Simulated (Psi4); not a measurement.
Psi4 input (wB97X-D/6-31G*):

```
memory 1500 MB

molecule {
-1 1
B    -0.63828070    0.19445736    0.00069969
N     0.63078365   -0.32099861   -0.00354644
H    -1.61807449   -0.55359993   -0.02141969
H    -0.93312821    1.40011256    0.02575142
H     1.32712062    0.42819083    0.01699493
symmetry c1
no_reorient
no_com
}

set {
  basis 6-31G*
  reference rks
  scf_type pk
  dft_radial_points 99
  dft_spherical_points 590
  e_convergence 1e-8
  d_convergence 1e-7
  maxiter 150
}

e = energy('wb97x-d')
print_out(f'\nFINAL {e:.10f} DIPOLE {variable("CURRENT DIPOLE")[0]:.6f} {variable("CURRENT DIPOLE")[1]:.6f} {variable("CURRENT DIPOLE")[2]:.6f}\n')
```

From the last part of the output:

```
    One-Electron Energy =                -166.1903727671031277
    Two-Electron Energy =                  66.5320072071055932
    DFT Exchange-Correlation Energy =      -8.3369590230169663
    Empirical Dispersion Energy =          -0.0005995579148327
    VV10 Nonlocal Energy =                  0.0000000000000000
    Total Energy =                        -81.3672716581894377

Computation Completed

Properties will be evaluated at   0.000000,   0.000000,   0.000000 [a0]

Properties computed using the SCF density matrix

 Multipole Moments:

 ------------------------------------------------------------------------------------
     Multipole            Electronic (a.u.)      Nuclear  (a.u.)        Total (a.u.)
 ------------------------------------------------------------------------------------

 L = 1.  Multiply by 2.5417464519 to convert [e a0] to [Debye]
 Dipole X            :          0.4287702           -0.0000001            0.4287701
 Dipole Y            :          0.4038548           -0.0000000            0.4038547
 Dipole Z            :          0.0113749            0.0000001            0.0113750
 Magnitude           :                                                    0.5891281

 ------------------------------------------------------------------------------------

FINAL -81.3672716582 DIPOLE 0.428770 0.403855 0.011375

*** Psi4 exiting successfully. Buy a developer a beer!
```

The dipole moment of an ion depends on the origin.
